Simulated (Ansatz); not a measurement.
Species: HSe, SMILES `[SeH]` (charge 0, multiplicity 2).

### Question
Give a relaxed geometry from PBE0-D4/def2-TZVP run with Ansatz (an electronic-structure program).

### Answer
the end point of this relaxation (outside a Z-matrix the atoms follow the SMILES, hydrogens last).
Cartesian coordinates (Å) in one orientation:
```xyz
2

Se     0.735     0.000     0.000
H     -0.735     0.000     0.000
```
